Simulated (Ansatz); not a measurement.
Geometry optimisation, Ansatz 0.2.0, RKS PBE-D4/def2-SVP.

Input:

```yaml
crystal:
  periodic: [false, false, false]
  atoms:
    - { symbol: Sn, position_ang: [0.0, 0.0, 0.0] }
    - { symbol: H, position_ang: [0.923, 0.0, 1.7063] }
    - { symbol: Cl, position_ang: [2.5085, 0.0, 0.7209] }
    - { symbol: H, position_ang: [-0.8195, 1.4198, -0.5794] }
    - { symbol: Cl, position_ang: [-1.1351, -1.9666, -0.8025] }
basis:
  gaussian: { orbitals: def2-SVP }
hamiltonian:
  xc: pbe
  dispersion: d4
relax:
  f_tol: 0.15
  max_steps: 25
  restrain:
    - { distance: [1, 2], at: 1.37, k: 30.0 }
    - { distance: [0, 1], at: 2.94, k: 30.0 }
    - { distance: [0, 2], at: 3.61, k: 30.0 }
```

Run as:

```bash
$ ansatz run input.yaml --threads 1 --pin off --max-ram 2048MiB --backend cpu --events-out ev --progress --plain --runs-dir out
```

Where does it end, and by what steps?

The run converged. The restraints hold the end off the free minimum; the threshold counts their pulls, which the force column leaves out. Restrained pairs: H2–Cl3 (1.87 → 1.34 Å), Sn1–H2 (1.94 → 2.94 Å), Sn1–Cl3 (2.61 → 3.61 Å). After 7 steps the energy has fallen by 1.354 eV (the restraints' own energy left out); H2 moved furthest, 0.81 Å.

```tsv
step	energy less start (eV)	largest force component (eV/Å)	accepted
0	0.0000	2.850	yes
1	0.6642	4.172	yes
2	1.1188	4.483	yes
3	0.6972	4.163	yes
4	-0.5555	2.456	yes
5	-1.0876	1.039	yes
6	-1.2979	1.010	yes
7	-1.3540	0.871	yes
```

```xyz
5
Properties=species:S:1:pos:R:3
Sn -0.727 0.028 0.244
H 1.703 -0.128 1.891
Cl 2.767 0.149 1.126
H -0.936 1.255 -1.071
Cl -1.330 -1.852 -1.145
```

Time of the run: 18 s on 1 thread of Arm Neoverse V1, with other jobs on the host, peak memory 0.12 GiB.
